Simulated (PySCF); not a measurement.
C₅H₈O₂, SMILES CC(=O)CCC=O (GFN2-xTB optimised geometry):

```
15

C     -0.527    -1.860    -0.002
C      0.301    -0.607     0.000
O      1.506    -0.607     0.000
C     -0.501     0.686     0.000
C      0.204     1.740    -0.848
C      0.162     1.379    -2.304
O     -0.367     0.405    -2.759
H     -0.987    -1.953    -0.985
H      0.095    -2.731     0.185
H     -1.319    -1.796     0.741
H     -1.506     0.503    -0.381
H     -0.576     1.027     1.035
H      1.257     1.806    -0.556
H     -0.238     2.731    -0.720
H      0.679     2.110    -2.956
```

Level of theory: PBE/def2-TZVP run with PySCF.

**Question.** What are the frontier orbital energies and the dipole moment?

**Answer.** HOMO-2 -8.60 eV, HOMO-1 -6.08 eV, HOMO -5.71 eV, LUMO -1.97 eV, LUMO+1 -1.52 eV; dipole moment 2.84 D.

Meta-Löwdin charges at PBE/def2-TZVP: C1 -0.40, C2 0.38, O3 -0.40, C4 -0.27, C5 -0.26, C6 0.27, O7 -0.37, H8 0.15, H9 0.14, H10 0.13, H11 0.13, H12 0.14, H13 0.15, H14 0.14, H15 0.07.
